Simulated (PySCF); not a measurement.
WBr₃, SMILES [Br][W]([Br])[Br] (connectivity only; charge and spin as stated), neutral, multiplicity 4.

The structure is a stationary point at B3LYP-D3(BJ)/def2-SVP. The spin state was assumed, not searched. The def2 effective core potentials stand for the cores of W; spin–orbit coupling is left out.

Two levels are set side by side: PBE/def2-TZVP (PySCF) and M06-2X/def2-TZVP (PySCF). Same geometry, gas phase. Differences are taken from unrounded values.

```csv
quantity,M06-2X,PBE,PBE minus M06-2X
α-spin orbital gap (eV),5.58,1.19,-4.39
β-spin orbital gap (eV),6.51,4.23,-2.27
mean polarisability (bohr³),101.9,108.3,6.3
```

Loosely held outer electrons make PBE densities more polarisable. Differences between two approximate levels are no errors against the true value.

Rough cost on one machine, each run with all the roots and properties that it gave: M06-2X against PBE within a factor of 2.
